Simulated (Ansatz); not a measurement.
`S[SiH2][SnH3]` + `C[SeH]` → `C[Se][SiH2]S` + `[SnH4]`  (cleavage of the Si–Sn bond)

Isolated molecules relaxed with PBE0-D4/def2-TZVP in Ansatz; ΔE leaves out vibrations. CBS: MP2 limit from def2 TZ/QZ plus the TZ coupled-cluster correction, frozen cores. DFT in def2-TZVPP. B3LYP here is the variant with VWN-RPA as its local correlation; programs differ in this. def2 core potentials past Kr. For Se, Sn outer-core shells are correlated without core-valence functions, which leaves a few kJ/mol of doubt a bond. Scalar relativity is left out up to krypton. One conformer a species, not always the lowest.

```
             level  ΔE (kJ/mol)  difference from CCSD(T)/CBS
         r2SCAN-D4        -45.0                         -3.1
           PBE0-D4        -42.0                         -0.1
          B3LYP-D4        -43.1                         -1.2
           ωB97X-V        -44.2                         -2.3
               PBE        -36.9                          5.0
              PBE0        -39.2                          2.7
SCS-MP2/def2-TZVPP        -47.2                         -5.3
CCSD(T)/def2-TZVPP        -44.0                         -2.1
      HF/CBS(def2)        -43.5                         -1.6
     MP2/CBS(def2)        -47.2                         -5.3
       CCSD(T)/CBS        -41.9                            0
```

Largest T1 diagnostic among the species: 0.013.

The D4 term adds −5.3 kJ/mol with B3LYP and −2.8 kJ/mol with PBE0; it sums over pairs of atoms, weighted by their polarisabilities, and B3LYP, whose exchange is more repulsive, gets the larger term.
